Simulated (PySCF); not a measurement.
# Two-component Hartree-Fock for Gd(58+) (gadolinium, charge +58)

Start: [He] 2s2 2p2; 2p1/2 filled at m_j = -1/2, +1/2. Calculated with PySCF 2.14 in an even-tempered Gaussian basis (17 s from 40 bohr⁻², ratio 2.4; 13 p from 51 bohr⁻², ratio 2.4; 5 d from 170 bohr⁻², ratio 2.6; 4 f from 250 bohr⁻², ratio 2.6): generalised Hartree-Fock with the X2C-1e Hamiltonian and a Gaussian nucleus; one run each with spin-orbit coupling (SO) switched off, then screened by Boettger's factors.

```tsv
spinor shell	electrons	ε, spin-free (eV)	ε, screened SO (eV)	weight of nominal j (screened SO)	rms radius, screened SO (bohr)
1s1/2	2	-56326.1	-56283.9	1.000	0.0248
2s1/2	2	-13429.9	-13416.9	1.000	0.0969
2p1/2	2	-12708.0	-13202.7	1.000	0.0821
```

```
   quantity    spin-free  screened SO
E (hartree)  -6282.27965  -6320.33740
        M_J            0            0
       ⟨J²⟩        2.000        0.000
       ⟨L²⟩        2.000        1.333
       ⟨S²⟩        2.000        1.333
```

Breit and QED terms are absent; they matter most for the inner s and p1/2 levels.

Densities and radii are taken from the X2C orbitals without a picture-change correction, which distorts them close to the nucleus.

Without spin-orbit coupling the j labels of p, d and f shells carry no meaning; the spin-free column gives the mean over the occupied spinors of each nl shell.
